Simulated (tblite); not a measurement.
Species: C5H11ClSi2.
Numbering: `[CH2:1]=[CH:2][Si@H:3]([Cl:4])[SiH2:5][CH:6]1[CH2:7][CH2:8]1` (hydrogens: H9, H10 on C1; H11 on C2; H12 on Si3; H13, H14 on Si5; H15 on C6; H16, H17 on C7; H18, H19 on C8)

Computed with GFN2-xTB (tblite), gas phase: L-BFGS steps from a force-field or distance-geometry start until the largest atomic force falls under 0.01 eV/Å.

Step 4: E = -660.5485 eV
```
atom  x, y, z in Å  |  force x, y, z in eV/Å
C1      3.6622    0.7179    0.6092    0.009  -0.010   0.011
C2      2.6890    0.5403   -0.2673    0.085  -0.173   0.135
Si3     1.6560   -1.0182   -0.0717   -0.180   0.143   0.219
Cl4     2.3266   -2.3343   -1.4294    0.209  -0.301  -0.182
Si5    -0.5175   -0.6125   -0.5772    0.145  -0.148  -0.153
C6     -1.5473    0.1970    0.7528    0.048   0.012   0.041
C7     -2.6599    1.0075    0.1575    0.048   0.040  -0.156
C8     -2.9696   -0.2610    0.8502   -0.067   0.034   0.262
H9      3.7746   -0.0243    1.3806    0.285   0.131   0.172
H10     4.3542    1.5370    0.6146    0.093   0.209  -0.020
H11     2.5110    1.2463   -1.0685    0.053  -0.034   0.060
H12     1.8713   -1.5704    1.2763    0.157  -0.014  -0.130
H13    -0.5710    0.2835   -1.7463   -0.107  -0.125  -0.100
H14    -1.1186   -1.9107   -0.8903   -0.215  -0.019  -0.197
H15    -1.0938    0.5623    1.6659   -0.006   0.069  -0.091
H16    -2.9064    1.9337    0.6254   -0.270   0.380   0.192
H17    -2.7466    1.0143   -0.9136   -0.017   0.147  -0.162
H18    -3.4920   -0.1789    1.7854    0.001  -0.147   0.274
H19    -3.2321   -1.1200    0.2692   -0.268  -0.194  -0.177
```

Step 5: E = -660.5851 eV
```
atom  x, y, z in Å  |  force x, y, z in eV/Å
C1      3.6659    0.7251    0.6102    0.082  -0.079   0.092
C2      2.6924    0.5283   -0.2627    0.147  -0.054   0.177
Si3     1.6499   -1.0288   -0.0760    0.066   0.181   0.304
Cl4     2.3353   -2.3427   -1.4289    0.193  -0.299  -0.187
Si5    -0.5161   -0.6200   -0.5821   -0.081  -0.176  -0.314
C6     -1.5444    0.1970    0.7428   -0.157   0.105   0.214
C7     -2.6672    1.0076    0.1619    0.130   0.187  -0.242
C8     -2.9698   -0.2565    0.8574   -0.160  -0.108   0.287
H9      3.7984   -0.0069    1.3886    0.214   0.077   0.156
H10     4.3616    1.5451    0.6178   -0.028   0.176  -0.103
H11     2.5189    1.2420   -1.0572   -0.003  -0.050  -0.011
H12     1.8850   -1.5733    1.2736    0.116  -0.018  -0.147
H13    -0.5792    0.2774   -1.7576   -0.078  -0.175  -0.022
H14    -1.1359   -1.9164   -0.9063   -0.136   0.099  -0.145
H15    -1.0988    0.5672    1.6577    0.065   0.044  -0.090
H16    -2.9221    1.9372    0.6197   -0.193   0.364   0.273
H17    -2.7420    1.0330   -0.9111   -0.093   0.026  -0.142
H18    -3.4938   -0.1975    1.7994    0.142  -0.032   0.137
H19    -3.2479   -1.1086    0.2757   -0.226  -0.268  -0.238
```

Step 6: E = -660.6200 eV
```
atom  x, y, z in Å  |  force x, y, z in eV/Å
C1      3.6725    0.7320    0.6134    0.171  -0.102   0.160
C2      2.6986    0.5154   -0.2553    0.186   0.084   0.181
Si3     1.6453   -1.0380   -0.0763    0.266   0.141   0.219
Cl4     2.3480   -2.3565   -1.4309    0.132  -0.207  -0.103
Si5    -0.5172   -0.6308   -0.5925   -0.282  -0.125  -0.301
C6     -1.5444    0.1983    0.7347   -0.340   0.115   0.205
C7     -2.6734    1.0130    0.1643    0.114   0.152  -0.120
C8     -2.9727   -0.2549    0.8677   -0.141  -0.066   0.077
H9      3.8279    0.0133    1.4002    0.139   0.017   0.139
H10     4.3683    1.5564    0.6191   -0.144   0.125  -0.175
H11     2.5273    1.2359   -1.0448   -0.044  -0.086  -0.048
H12     1.9018   -1.5769    1.2683    0.083  -0.048  -0.097
H13    -0.5895    0.2676   -1.7703   -0.048  -0.191   0.016
H14    -1.1570   -1.9207   -0.9261   -0.076   0.161  -0.101
H15    -1.1026    0.5736    1.6479    0.136   0.023  -0.055
H16    -2.9418    1.9456    0.6173   -0.078   0.242   0.282
H17    -2.7389    1.0535   -0.9107   -0.165  -0.085  -0.078
H18    -3.4933   -0.2179    1.8173    0.239   0.087   0.013
H19    -3.2686   -1.0995    0.2796   -0.147  -0.239  -0.213
```

Q: Estimate the geometry and energy of step 7. (The exact step hangs on the optimiser's Hessian estimate; all steps are aligned on step 6, rigid shifts and turns removed.)

A: E = -660.6490 eV, largest force 0.346 eV/Å
```
atom  x, y, z in Å  |  force x, y, z in eV/Å
C1      3.6817    0.7366    0.6192    0.212  -0.073   0.168
C2      2.7073    0.5062   -0.2459    0.176   0.153   0.155
Si3     1.6454   -1.0439   -0.0737    0.286   0.085   0.031
Cl4     2.3612   -2.3719   -1.4341    0.059  -0.081   0.010
Si5    -0.5230   -0.6418   -0.6053   -0.307  -0.033  -0.124
C6     -1.5500    0.2003    0.7295   -0.255   0.058   0.118
C7     -2.6777    1.0201    0.1663   -0.034   0.177  -0.010
C8     -2.9771   -0.2541    0.8754   -0.182  -0.063  -0.133
H9      3.8562    0.0309    1.4132    0.086  -0.035   0.132
H10     4.3715    1.5685    0.6170   -0.190   0.092  -0.201
H11     2.5340    1.2286   -1.0345   -0.050  -0.112  -0.047
H12     1.9182   -1.5812    1.2625    0.066  -0.089  -0.012
H13    -0.5994    0.2558   -1.7815   -0.030  -0.165   0.000
H14    -1.1771   -1.9221   -0.9455   -0.056   0.146  -0.076
H15    -1.1032    0.5798    1.6388    0.150  -0.017  -0.053
H16    -2.9601    1.9566    0.6200    0.046   0.033   0.212
H17    -2.7394    1.0696   -0.9121   -0.211  -0.147   0.044
H18    -3.4891   -0.2337    1.8339    0.282   0.170  -0.106
H19    -3.2891   -1.0952    0.2797   -0.047  -0.102  -0.108
```

The energy changes by -0.0289 eV. The first-order estimate −F·Δx gives -0.0403 eV and the mean of the old and new forces, exact on a quadratic surface, -0.0289 eV. The step makes an angle of 65° with the force vector and moves no atom by more than 0.036 Å.

The cost below is that of the whole relaxation. On Arm Neoverse N1, one thread, no GPU, shared host with 64 logical CPUs at a one-minute load of 57, this took 4.0 s.
